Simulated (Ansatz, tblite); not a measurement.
Isomers of W2O5⁻ (doublet), found by a short tight-binding search and relaxed with PBE-D4/def2-SVPD in Ansatz.

In the def2 sets W takes a core potential; there is no spin–orbit coupling. The xTB rows come from tblite. HSE06 is defined as in plane-wave codes, on full-range PBE exchange. Correlated methods freeze 5 core orbitals; core or outer-core shells of W are correlated, in sets that lack core-valence functions.

Run but left out: HF/def2-TZVPD, PBE-QIDH/def2-TZVPD, MP2/def2-TZVPD (A: ⟨S²⟩ 1.01 to 1.18, where a pure state has 0.75).

A further structure is left out (at the level of its geometry, ⟨S²⟩ 1.11, where a pure state has 0.75); at PBE0-D4/def2-TZVPD its energy lies 5.36 eV above the lowest shown.

A: At r2SCAN-D4/def2-TZVPD, PBE0-D4/def2-TZVPD, HSE06-D4/def2-TZVPD, ωB97M-V/def2-TZVPD the charge -1 doublet is spin-contaminated (final ⟨S²⟩ up to 0.87, 0.75 for a pure state).

Other spin states weren't relaxed.

A:

Cartesian coordinates in Å:
```
W 0.067 0.282 1.454
W -0.041 -0.699 -1.308
O -1.565 -0.316 -2.076
O 0.088 -1.406 0.495
O 1.507 1.227 1.755
O -1.408 1.100 1.915
O 1.351 -0.189 -2.236
```

B:

```xyz
7

W     0.950   -0.072    0.568
W    -1.472   -0.161   -0.683
O    -1.021    0.405    1.044
O     0.109   -1.101   -1.036
O    -2.213    0.902   -1.856
O     1.590   -1.211    1.741
O     2.057    1.238    0.223
```

Question: Estimate which lies lowest at each level, and how far above it the others are (kcal/mol).

Answer: 
| level | A | B |
| --- | --- | --- |
| GFN1-xTB | 0.0 | 4.4 |
| GFN2-xTB | 0.0 | 38.4 |
| PBE-D4/def2-TZVPD | 0.0 | 8.4 |
| r2SCAN-D4/def2-TZVPD | 0.0 | 8.6 |
| PBE0-D4/def2-TZVPD | 0.0 | 7.3 |
| HSE06-D4/def2-TZVPD | 0.0 | 7.3 |
| ωB97M-V/def2-TZVPD | 0.0 | 4.5 |
| RPA@PBE/def2-TZVPD | 0.0 | 8.7 |
Point groups (tolerance 0.1 Å): A C2v, B Cs. Lower isomers may exist.
